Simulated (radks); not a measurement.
Results of a calculation; reference values are marked as such.
How relativity changes the ionisation of the indium ion In2+ ([Kr] 4d10 5s1) to In3+ ([Kr] 4d10). Spin-unpolarised spherical Kohn-Sham, LDA (Slater exchange, Perdew-Wang correlation), point nucleus unless stated (finite: rms radius 4.6156 fm), a radial shooting solver on a logarithmic mesh with Libxc functionals. A level marked "c x" has the speed of light scaled by that factor.

level	E(In2+) (hartree)	E(In3+) (hartree)	IE (eV)	HOMO	<r> HOMO (bohr)
non-rel.	-5736.39089	-5735.37969	27.516	5s	2.406
scalar-rel.	-5875.51944	-5874.46342	28.736	5s	2.322
scalar-rel., finite nucleus	-5875.37812	-5874.32213	28.735	5s	2.322
Dirac	-5877.09468	-5876.03867	28.735	5s1/2	2.322
Dirac, finite nucleus	-5876.95296	-5875.89699	28.734	5s1/2	2.322
Dirac, c x 0.85	-5936.31297	-5935.23748	29.266	5s1/2	2.288
Dirac, c x 5	-5741.68607	-5740.67321	27.561	5s1/2	2.403
Dirac, c x 100	-5736.40410	-5735.39289	27.516	5s1/2	2.406

NIST Atomic Spectra Database: 28.044 eV (measured). The relativistic part of the total energy of In2+ is -140.6 hartree (Dirac, finite nucleus), 2.5 % of the non-relativistic value. Spin polarisation and multiplet splitting of open shells are left out at every level.

Beside tabulated values, note that relativity, absent from the non-relativistic runs, is large for the heavy elements, and spin-unpolarised runs miss the spin-polarisation part of the exchange energy of open shells.
